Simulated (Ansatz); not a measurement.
Consider the formal exchange of groups at a B–N bond: `N[BH][SbH2]` + CH₄ → `C[BH][SbH2]` + NH₃.

Program: Ansatz. Geometries: PBE0-D4/def2-TZVP. ΔE: electronic, gas phase. CBS: MP2 limit from def2 TZ/QZ plus the TZ coupled-cluster correction, frozen cores. This one scheme is used for every species. DFT in def2-TZVPP. def2 core potentials past Kr. For Sb outer-core shells are correlated without core-valence functions, which leaves a few kJ/mol of doubt a bond. One conformer a species, not always the lowest.

| level | ΔE (kJ/mol) |
| --- | --- |
| PBE0 | 140.0 |
| LC-ωPBE | 141.5 |

Task: What does CCSD(T)/CBS give? (Best estimate.)

Result: Ansatz gave: +137.7 kJ/mol. The listed levels differ from it by 2.3, 3.8 kJ/mol.

Task: What do rigid-rotor, harmonic-oscillator terms from PBE0-D4/def2-TZVP frequencies (298.15 K, 1 bar) make of the CCSD(T)/CBS value? (Estimate.)

Result: Ansatz gave: ΔZPE = -5.9 kJ/mol, ΔH = +133.5 kJ/mol, ΔS = 20 J/(mol·K), ΔG = +127.5 kJ/mol.

Largest T1 diagnostic among the species: 0.014.

At CCSD(T), def2-SVP lies +21.3 kJ/mol from the extrapolated value and def2-TZVPP +2.4 kJ/mol. Leaving LDA and LC-ωPBE aside and taking each functional with its dispersion term where it has one, the values, not all of them listed here, spread over 9.4 kJ/mol, from B97M-V to CAM-B3LYP-D4. LDA lies +6.1 kJ/mol from PBE without D4.
